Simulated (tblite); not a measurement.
All values are computed: GFN2-xTB (tblite) harmonic vibrations without scaling, gas phase. This tight-binding method is rough: wavenumbers can miss measured ones by several per cent, in bad cases by 10 to 20. Modes of hydrogen on silicon can be 10 to 20 % off. One conformer each. Open shells enter through the occupations alone, without spin polarisation, and single modes of such species can be off by tens of per cent. Thermal functions are those of the rigid rotor and harmonic oscillator, without mixing of conformers.

Question: Order these by their zero-point energy, highest first (kcal/mol).
A. `[H]/[C]=C\[SiH2]CC#N` [radical]
B. `N[Si@H]1C=[C]C=C1` [radical]
C. `CC(C)(C)C=[N]` [radical]
D. `CS/C=C/C=C/C=C/C#N`
E. `O=Cc1cc([O-])c2cccccc1-2`
F. `C1[CH][C@H](N1)CC` [radical]

Answer: D (89.6), E (88.5), F (87.1), C (86.1), B (53.0), A (49.7).

```tsv
SMILES	atoms	mass (u)	symmetry number	modes under 300 cm⁻¹	ZPE (kcal/mol)	S translation (cal/(mol K))	S rotation	S vibration	S spin	S	Cp
CS/C=C/C=C/C=C/C#N	19	151.05	1	10	89.6	43.5	32.4	59.1	0.0	135.1	60.4
O=Cc1cc([O-])c2cccccc1-2	20	171.04	1	8	88.5	43.9	32.6	51.7	0.0	128.2	64.8
CC[C@@H]1[CH]CN1	16	84.08	1	4	87.1	41.8	28.0	28.5	1.4	99.7	43.0
CC(C)(C)C=[N]	16	84.08	1	5	86.1	41.8	28.1	34.2	1.4	105.5	44.2
N[Si@H]1C=[C]C=C1	12	96.03	1	3	53.0	42.2	28.3	29.1	1.4	100.9	39.9
[H]/[C]=C\[SiH2]CC#N	12	96.03	1	4	49.7	42.2	29.0	37.3	1.4	109.9	40.9
```

Entropies and Cp are for 500 K and 1 bar.
